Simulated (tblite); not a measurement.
Species: C5H7N2 (doublet state).
Atom-mapped SMILES: `[CH2:1]=[C:2][N:3]([CH:4]=[CH2:5])[N:6]=[CH2:7]` (hydrogens: H8, H9 on C1; H10 on C4; H11, H12 on C5; H13, H14 on C7)

Structure optimised with GFN2-xTB, isolated species. This method treats the open shell by occupation alone, without spin polarisation.

What internal coordinates does the optimisation give?

```tsv
bond	length (bohr)	order
C1=C2	2.460	double
C2–N3	2.541	single
N3–C4	2.622	single
C4=C5	2.512	double
N3–N6	2.545	single
N6=C7	2.405	double
C1–H8	2.062	single
C1–H9	2.038	single
C4–H10	2.040	single
C5–H11	2.028	single
C5–H12	2.034	single
C7–H13	2.054	single
C7–H14	2.032	single
```

Orders are formal, as drawn. A selection of angles:
```tsv
angle	degrees
C2–C1–H8	123.8
C2–C1–H9	121.1
H8–C1–H9	115.0
C1–C2–N3	138.9
C2–N3–C4	121.3
C2–N3–N6	124.3
C4–N3–N6	114.0
N3–C4–C5	124.3
N3–C4–H10	112.3
C5–C4–H10	123.4
C4–C5–H11	120.8
C4–C5–H12	121.6
H11–C5–H12	117.6
N3–N6–C7	122.2
N6–C7–H13	125.0
N6–C7–H14	116.4
H13–C7–H14	118.6
```

Torsions: C1–C2–N3–C4 120° (anticlinal); C2–N3–C4–C5 -4° (synperiplanar); C2–N3–N6–C7 2° (synperiplanar). The mirror-image conformer, all signs reversed, is as good.

N6 (nitrogen bonded to C and N) is bent (angle 122.2°). N3 (nitrogen bonded to 2 C and N) is planar (angles 124.3°, 121.3° and 114.0°, sum 359.6°, 0.05 Å off the plane of its three neighbours). The C–C distances run from 1.302 Å (C1=C2, drawn double) to 1.329 Å (C4=C5, drawn double), a spread of 0.027 Å. C5 (carbon bonded to C and 2 H) is planar (angles 121.6°, 120.8° and 117.6°, sum 360.0°, 0.00 Å off the plane of its three neighbours). The C–N distances run from 1.273 Å (N6=C7, drawn double) to 1.388 Å (N3–C4, drawn single), a spread of 0.115 Å. C7 (carbon bonded to N and 2 H) is planar (angles 125.0°, 118.6° and 116.4°, sum 360.0°, 0.01 Å off the plane of its three neighbours). C1 (carbon bonded to C and 2 H) is planar (angles 123.8°, 121.1° and 115.0°, sum 359.9°, 0.02 Å off the plane of its three neighbours).

Point group: C1 (no symmetry element, even within 0.4 Å). Its GFN2-xTB frequencies are all real (lowest 67 cm⁻¹). 3 starts were optimised and ended at 0.00, 1.03 and 6.95 kcal/mol (GFN2-xTB); the lowest of these is shown.

Hardware: one thread, Arm Neoverse V1 (aarch64), shared host with 64 logical CPUs at a one-minute load of 20. Cost: 0.56 s wall. This is the geometry optimisation.

These are computed values.
